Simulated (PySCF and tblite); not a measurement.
Values are calculated unless marked as measured or tabulated.
System: C3H4ClN3, numbered as in [CH3:1][c:2]1[n:3][c:4]([Cl:5])[n:6][nH:7]1.

Motion: shift of H on N7 from N7 to N6. GFN2-xTB gives an electronic barrier of 45.6 kcal/mol and a reaction energy of 0.9 kcal/mol.

Tunnelling of the moving H, left out here, will speed the real process. In real samples such hydrogens mostly exchange between molecules or through solvent, far faster than by this path.

Question: What does PBE/pcSseg-1 + D3(BJ), IEF-PCM dichloromethane give on PBE0-D3(BJ)/def2-SVP geometries?

Answer: A barrier of 51.6 kcal/mol, 6.1 above the tight-binding barrier (from unrounded values), a reaction energy of 2.1 kcal/mol and, with GFN2-xTB thermal terms, ΔG‡(298 K) = 46.9 kcal/mol and k = 5.3×10⁻²² s⁻¹ (2 equivalent paths).

Question: And the level of the geometries itself, PBE0-D3(BJ)/def2-SVP?

Answer: 54.0 kcal/mol.

Programs: tblite and PySCF.
